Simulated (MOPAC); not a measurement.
MOPAC input (PM3):

```
PM3 FORCE THERMO(298,298) PRECISE LET UHF MS=0.5 GEO-OK AUX(PRECISION=9) THREADS=1
CH6ClSi2

C     2.49784532 1   -0.37058264 1    0.13073563 1
Si    1.12465580 1    0.19122630 1    1.19248811 1
Si   -1.13560229 1   -0.02011738 1    0.43602639 1
Cl   -1.28372537 1   -0.02088265 1   -1.64623646 1
H     3.44993349 1    0.06778936 1    0.45923599 1
H     2.36004877 1   -0.08194549 1   -0.91825106 1
H     2.63248025 1   -1.46018428 1    0.14505795 1
H     1.24974445 1   -0.21070235 1    2.61714414 1
H    -1.89404767 1    1.14687820 1    0.96577592 1
H    -1.74368710 1   -1.28066881 1    0.94552846 1
```

Output:

```
 *******************************************************************************
 **                                                                           **
 **                              MOPAC v23.2.5                                **
 **                                                                           **
 *******************************************************************************
 ** MOPAC's Digital Object Identifier: https://doi.org/10.5281/zenodo.6511958 **
 **                                                                           **
 ** Please cite the open-source release paper for use of this MOPAC version:  **
 ** J. E. Moussa and J. J. P. Stewart (2026)                                  **
 ** MOPAC: An open-source semiempirical molecular orbital program             **
 ** J. Open Source Softw., 11(119), 8025, https://doi.org/10.21105/joss.08025 **
 *******************************************************************************

                              PM3 CALCULATION RESULTS

 *******************************************************************************
 *  PM3        - The PM3 Hamiltonian to be used
 *  GEO-OK     - OVERRIDE INTERATOMIC DISTANCE AND OTHER SAFETY CHECKS
 *  UHF        - UNRESTRICTED HARTREE-FOCK CALCULATION
 *  MS=        - IN MECI, MAGNETIC COMPONENT OF SPIN =  0.5
 *  LET        - OVERRIDE SOME SAFETY CHECKS
 *  PRECISE    - TIGHTER CRITERIA TO BE USED
 *  FORCE      - FORCE CALCULATION SPECIFIED
 *  AUX        - OUTPUT AUXILIARY INFORMATION
 *  THERMO     - THERMODYNAMIC QUANTITIES TO BE CALCULATED
 *******************************************************************************
PM3 FORCE THERMO(298,298) PRECISE LET UHF MS=0.5 GEO-OK AUX(PRECISION=9) THREADS=1
 CH6ClSi2

   ATOM   CHEMICAL          X               Y               Z
  NUMBER   SYMBOL      (ANGSTROMS)     (ANGSTROMS)     (ANGSTROMS)

     1       C          2.49784532  *  -0.37058264  *   0.13073563  *
     2      Si          1.12465580  *   0.19122630  *   1.19248811  *
     3      Si         -1.13560229  *  -0.02011738  *   0.43602639  *
     4      Cl         -1.28372537  *  -0.02088265  *  -1.64623646  *
     5       H          3.44993349  *   0.06778936  *   0.45923599  *
     6       H          2.36004877  *  -0.08194549  *  -0.91825106  *
     7       H          2.63248025  *  -1.46018428  *   0.14505795  *
     8       H          1.24974445  *  -0.21070235  *   2.61714414  *
     9       H         -1.89404767  *   1.14687820  *   0.96577592  *
    10       H         -1.74368710  *  -1.28066881  *   0.94552846  *

          CARTESIAN COORDINATES

    NO.       ATOM           X           Y           Z

     1         C          2.4978     -0.3706      0.1307
     2        Si          1.1247      0.1912      1.1925
     3        Si         -1.1356     -0.0201      0.4360
     4        Cl         -1.2837     -0.0209     -1.6462
     5         H          3.4499      0.0678      0.4592
     6         H          2.3600     -0.0819     -0.9183
     7         H          2.6325     -1.4602      0.1451
     8         H          1.2497     -0.2107      2.6171
     9         H         -1.8940      1.1469      0.9658
    10         H         -1.7437     -1.2807      0.9455

  H: (PM3): J. J. P. STEWART, J. COMP. CHEM. 10, 209 (1989).
  C: (PM3): J. J. P. STEWART, J. COMP. CHEM. 10, 209 (1989).
[...]

 VIBRATION         20   20A           ATOM PAIR      ENERGY CONTRIBUTION    RADIAL
 FREQUENCY          1874.47         Si 3 -- H 10         +71.4% ( 85.4%)     99.3%
 TRANSITION DIPOLE   0.0445         Si 3 -- H  9         +28.2% ( 53.7%)     96.4%
 TRAVEL (Ang.)       0.2440         Si 2 -- Si 3          +0.2% (  4.6%)      1.5%
 REDUCED MASS        0.6041         Si 3 -- Cl 4          +0.2% (  4.6%)      0.7%
 EFFECTIVE MASS      1.4076
 FORCE CONSTANT      1.2505

 VIBRATION         21   21A           ATOM PAIR      ENERGY CONTRIBUTION    RADIAL
 FREQUENCY          1892.67         Si 3 -- H  9         +72.3% ( 84.4%)     99.4%
 TRANSITION DIPOLE   0.0683         Si 3 -- H 10         +27.5% ( 52.0%)     95.6%
 TRAVEL (Ang.)       0.2461         Si 2 -- Si 3          +0.1% (  3.1%)     27.6%
 REDUCED MASS        0.5880
 EFFECTIVE MASS      1.2136
 FORCE CONSTANT      1.2411

 VIBRATION         22   22A           ATOM PAIR      ENERGY CONTRIBUTION    RADIAL
 FREQUENCY          3093.63         C  1 -- H  7         +49.2% ( 72.2%)     97.3%
 TRANSITION DIPOLE   0.2335         C  1 -- H  5         +49.2% ( 72.2%)     97.3%
 TRAVEL (Ang.)       0.2079         C  1 -- Si 2          +0.8% (  9.4%)      0.0%
 REDUCED MASS        0.5042         C  1 -- H  6          +0.8% (  9.1%)      0.2%
 EFFECTIVE MASS      1.4698
 FORCE CONSTANT      2.8429

 VIBRATION         23   23A           ATOM PAIR      ENERGY CONTRIBUTION    RADIAL
 FREQUENCY          3106.25         C  1 -- H  6         +59.2% ( 79.2%)     98.8%
 TRANSITION DIPOLE   0.2557         C  1 -- H  5         +20.3% ( 46.4%)     87.6%
 TRAVEL (Ang.)       0.2188         C  1 -- H  7         +19.6% ( 45.6%)     87.0%
 REDUCED MASS        0.4533         C  1 -- Si 2          +0.9% (  9.6%)      0.0%
 EFFECTIVE MASS      1.4762
 FORCE CONSTANT      2.5768

 VIBRATION         24   24A           ATOM PAIR      ENERGY CONTRIBUTION    RADIAL
 FREQUENCY          3211.39         C  1 -- H  6         +40.3% ( 60.9%)     98.1%
 TRANSITION DIPOLE   0.2487         C  1 -- H  7         +30.2% ( 52.7%)     96.8%
 TRAVEL (Ang.)       0.2511         C  1 -- H  5         +29.3% ( 52.0%)     96.6%
 REDUCED MASS        0.3331         C  1 -- Si 2          +0.2% (  3.8%)     98.0%
 EFFECTIVE MASS      1.1252
 FORCE CONSTANT      2.0241

      SYMMETRY NUMBER FOR POINT-GROUP C1  =  1

          SYSTEM IS A GROUND STATE

 CH6ClSi2

          MOLECULE IS NOT LINEAR

          THERE ARE 24 GENUINE VIBRATIONS IN THIS SYSTEM
          THIS THERMODYNAMICS CALCULATION IS LIMITED TO
          MOLECULES WHICH HAVE NO INTERNAL ROTATIONS

                    CALCULATED THERMODYNAMIC PROPERTIES
                                          *
   TEMP. (K)   PARTITION FUNCTION   H.O.F.    ENTHALPY  HEAT CAPACITY ENTROPY
                                   KCAL/MOL   CAL/MOLE    CAL/K/MOL  CAL/K/MOL

 298.00  VIB.     0.3563D+03                  3266.2550    19.9600    22.6369
         ROT.     0.2541D+06                   888.2803     2.9808    27.7124
         INT.     0.9053D+08                  4154.5353    22.9408    50.3492
         TRA.     0.1111D+28                  1480.4672     4.9680    39.9913
         TOT.                      -15.289    5635.0025    27.9088    90.3405

   *: NOTE: HEATS OF FORMATION ARE RELATIVE TO THE
            ELEMENTS IN THEIR STANDARD STATE AT 298K
              (=  Standard Enthalpy of Formation).

            Hvib:  Zero-point energy is not included.
                   frequencies of less than zero cm-1 are not included.
            Hrot = (3/2)RT
            Htra = (3/2)RT + pV = (5/2)RT

            Heat capacity is Cp, not Cv

          For more information, see: HTTP://OpenMOPAC.net/Manual/thermochemistry.html

           FORCE CONSTANT IN CARTESIAN COORDINATES (Millidynes/A)

    ATOM   CHEMICAL       X               Y               Z
   NUMBER   SYMBOL  FORCE CONSTANT  FORCE CONSTANT  FORCE CONSTANT

      1       C        4.987138        7.416377        7.279422
      2      Si        3.432706        2.372940        1.407803
      3      Si        2.691965        2.280658        2.852669
      4      Cl        0.501175        0.831678        0.359670
      5       H        1.170106        4.491179        1.040832
      6       H        1.279020        2.925191        2.586710
      7       H        1.275497        0.816581        4.597596
      8       H        0.540947        0.928932        0.829817
      9       H        1.483055        0.248254        0.777008
     10       H        0.336714        0.345459        1.805904

 **********************
 *                    *
 * JOB ENDED NORMALLY *
 *                    *
 **********************

 == MOPAC DONE ==
```
